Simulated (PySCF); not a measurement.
C5H7N, SMILES C=CC1CCN=1. Geometry: PBE0-D3(BJ)/def2-SVP. One conformer was computed; it need not be the lowest.

Computed with PBE0-D3(BJ)/def2-SVP run with PySCF 2.14.0.

Harmonic wavenumbers (cm⁻¹): 80, 216, 227, 404, 465, 665, 708, 799, 923, 958, 980, 1028, 1035, 1057, 1084, 1105, 1155, 1180, 1258, 1288, 1337, 1422, 1439, 1467, 1696, 1724, 3066, 3079, 3127, 3146, 3167, 3193, 3279. Rotational constants (GHz): 10.58, 2.560, 2.117; symmetry number 1.

Q: Work out the zero-point energy and the ideal-gas rigid-rotor harmonic-oscillator thermochemistry at 298.15 K and 1 atm.

A: ZPE = ½ Σ hcν = ½ × 47759 cm⁻¹ = 285.66 kJ/mol. H − E(el) = 303.65 kJ/mol. Entropy in J/(mol K): translation 163.57, rotation 109.33, vibration 47.18, total 320.08. G − E(el) = 208.22 kJ/mol. Cp = 95.42 J/(mol K). Modes under 150 cm⁻¹ make the vibrational entropy uncertain.
